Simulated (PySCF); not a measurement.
CH₅BrGaN, SMILES [CH3][Ga]([NH2])[Br]. Geometry optimised at PBE-D3(BJ)/def2-SVP. The structure was generated by enumeration; whether it is a known compound was not checked. One conformer was computed; it need not be the lowest.

Task: Give the equilibrium geometry at PBE-D3(BJ)/def2-SVP (PySCF confirms it by a frequency run) as a Z-matrix. (The exact figures need the calculation; the answer reports its results.)

Result: This is not unique; one that fits is 
```
Ga
N 1 1.8171
H 2 1.0208 1 124.60
H 2 1.0210 3 112.61 1 -179.99
C 1 1.9609 2 127.05 3 -0.06
H 5 1.1070 1 111.32 2 0.31
H 5 1.1075 6 109.26 1 -121.04
H 5 1.1076 6 109.25 7 -117.96
Br 1 2.3260 2 112.39 3 179.95
```
Charge 0, spin multiplicity 1.
